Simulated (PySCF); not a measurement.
Computed properties of germylsilane (GeH₆Si), SMILES [SiH3][GeH3]

germylsilane (GeH6Si), SMILES [SiH3][GeH3]. Coordinates come from a PBE0-D3(BJ)/def2-TZVP optimisation. The values are those of a single conformer. All values are computed for the isolated molecule unless a solvent is named; none is compared with measurement here.

**Structure.** The optimised structure has C3v symmetry. All 18 harmonic modes at PBE0-D3(BJ)/def2-TZVP (PySCF) are real, so it is a minimum.

**Vibrations.** The strongest infrared lines (harmonic, unscaled, degenerate partners summed) lie at 783 cm⁻¹ (361 km/mol, H 96 %), 2152 cm⁻¹ (195 km/mol, H 98 %), 2231 cm⁻¹ (192 km/mol, H 96 %). The softest mode is at 118 cm⁻¹ and the zero-point energy is 29.8 kcal/mol.

**Electronic structure.** PBE0/def2-TZVPD (PySCF) places the frontier levels at -8.29 and 0.01 eV, a gap of 8.30 eV, and gives a dipole moment of 0.09 D and a mean polarisability of 66.1 bohr³. PBE/def2-TZVPD (PySCF) at the same geometry gives -7.20 and -0.72 eV, so its gap is 1.82 eV narrower. An orbital gap is neither the optical nor the fundamental gap.

**Excitations.** TDDFT-ωB97X/def2-SVPD (PySCF) has S1 at 7.73 eV (160 nm, f = 0.048, weak); the most intense of the 10 singlets computed lies at 8.21 eV (f = 0.60). Strengths of degenerate partners are summed. T1 (TDA) is at 6.90 eV. TDDFT-PBE/def2-SVPD (PySCF) puts S1 at 6.83 eV. No vertical singlet excitation falls in the visible range (under 3.1 eV).

**NMR.** GIAO shifts at KT2/pcSseg-2 (PySCF) (non-relativistic, atoms alike by connectivity averaged): ¹H at 3.9 ppm against TMS; ²⁹Si at -107.1 ppm against TMS.
